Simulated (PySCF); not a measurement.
C3H7NSi.
Atom-mapped SMILES: `[SiH3:1][CH2:2][C@H:3]1[CH:4]=[N:5]1` (hydrogens: H6, H7, H8 on Si1; H9, H10 on C2; H11 on C3; H12 on C4)

The geometry is computed with GFN2-xTB (gas phase).

(1) What internal coordinates does the optimisation give?

## Answers

(1) 
```
          bond  length (Å)
        Si1–C2       1.905
         C2–C3       1.505
         C3–C4       1.450
         C4=N5       1.254
         C3–N5       1.501
Si1–H6, Si1–H7       1.461
        Si1–H8       1.468
         C2–H9       1.094
        C2–H10       1.092
        C3–H11       1.088
        C4–H12       1.063
```

Bonds in one row agree within 0.01 Å and their mean is given. A selection of angles:
```
     angle  degrees
 C2–Si1–H6    107.4
 C2–Si1–H7    110.4
 H6–Si1–H7    110.8
 H6–Si1–H8    109.1
 Si1–C2–C3    113.0
 Si1–C2–H9    110.2
Si1–C2–H10    109.6
  C3–C2–H9    108.8
 C3–C2–H10    108.7
 H9–C2–H10    106.3
  C2–C3–C4    121.9
  C2–C3–N5    119.3
 C2–C3–H11    115.8
  C4–C3–N5     50.3
 C4–C3–H11    118.0
 N5–C3–H11    115.3
  C3–C4–N5     67.0
 C3–C4–H12    149.2
 N5–C4–H12    143.8
  C3–N5–C4     62.8
```

Torsions: Si1–C2–C3–C4 -34° (synclinal); C2–C3–C4–N5 103° (anticlinal); C2–C3–N5–C4 -109° (anticlinal).

The 2 C–N bonds span 1.254 Å (C4=N5, drawn double) to 1.501 Å (C3–N5, drawn single), a spread of 0.247 Å. Of the pairs four or more bonds apart, C4···H8 is among the closest relative to their van der Waals radii: 3.00 Å, 104 % of the sum of Bondi's values. N5 (C=N nitrogen) is bent (angle 62.8°). The 3-membered ring C3–C4–N5 has internal angles of 50.3° to 67.0°. Si1 (SiH3 silicon) is tetrahedral (angles from 107.4° to 110.8°). The C–C distances run from 1.450 Å (C3–C4, drawn single) to 1.505 Å (C2–C3, drawn single), a spread of 0.055 Å.

Point group: C1 (no symmetry element, even within 0.4 Å). Not checked by GFN2-xTB frequencies. The numbers are those of one conformer.
